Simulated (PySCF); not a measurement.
The multiplicity is imposed and other spin states were not computed.

Z-matrix (Å, degrees):
```
Hf
Cl 1 2.4315
Cl 1 2.4318 2 143.60
Cl 1 2.4319 2 95.50 3 -107.40
Cl 1 2.4319 2 95.48 4 -145.40
```
Charge -1, spin multiplicity 2.

Q: What total energy, spin population on the central atom (Mulliken), highest occupied spin orbital and charge on the central atom (Mulliken) does TPSSh-D3(BJ)/def2-TZVP // TPSS-D3(BJ)/def2-SVP run with PySCF give?

A: 
* **total energy**: -1889.3150 Ha
* **spin population on the central atom (Mulliken)**: 1.03
* **highest occupied spin orbital**: -0.12 eV
* **charge on the central atom (Mulliken)**: 0.95 e
